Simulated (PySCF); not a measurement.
# Bond lengths and vibrations by method: BClGeO

These are calculations, not measurements. They come from PySCF 2.14.0, an open-source quantum chemistry program, on an isolated molecule that a program drew, which may never have been made. The molecule is BClGeO (charge 0, singlet), drawn as the SMILES string `O=[B][Ge][Cl]`.

The geometry was optimised and harmonic frequencies were computed with HF and MP2, all in the cc-pV(D+d)Z basis, for the commonest isotopes, with a restricted reference for singlets and an unrestricted one otherwise, and a frozen core in MP2. Germanium has the cc-pVDZ-PP basis, with a core potential (ECP10MDF) in place of its 10 inner electrons, and its 3s, 3p and 3d shells are frozen in MP2. Each result is a local minimum of its method.

Geometry at the HF minimum:
```xyz
4
BClGeO, angstrom
O    -0.7879   -0.1938   -0.7239
B    -0.1977    0.1845    0.2340
Ge    0.9804    0.7800    1.9404
Cl   -0.4826    2.2582    2.6533
```

Lengths of the bonds as drawn, in Å (atoms numbered as above):
| bond | HF | MP2 |
|---|---|---|
| O1-B2 | 1.187 | 1.224 |
| B2-Ge3 | 2.157 | 2.149 |
| Ge3-Cl4 | 2.199 | 2.197 |

Rotational constants, in GHz:
| constant | HF | MP2 |
|---|---|---|
| A | 5.388 | 5.311 |
| B | 2.235 | 2.238 |
| C | 1.58 | 1.575 |

Harmonic frequencies in cm^-1, each column in rising order, so a row needn't be the same motion in every method:
```
rank,HF,MP2
1,107,96
2,277,243
3,349,?
4,404,401
5,429,410
6,2120,1881
```

**Estimate the missing MP2 frequency from the HF column.**

A single factor s that minimises the squared misfit of MP2 against s times HF over the other rows is sum(HF x MP2) / sum(HF^2) = 0.8932, with an rms misfit of 22 cm^-1. For rank 3 it gives 0.8932 x 349 = 312 cm^-1. The calculation gives 329 cm^-1, 17 cm^-1 above the estimate. The drawn bonds are on average 0.9 % longer in MP2 than in HF.
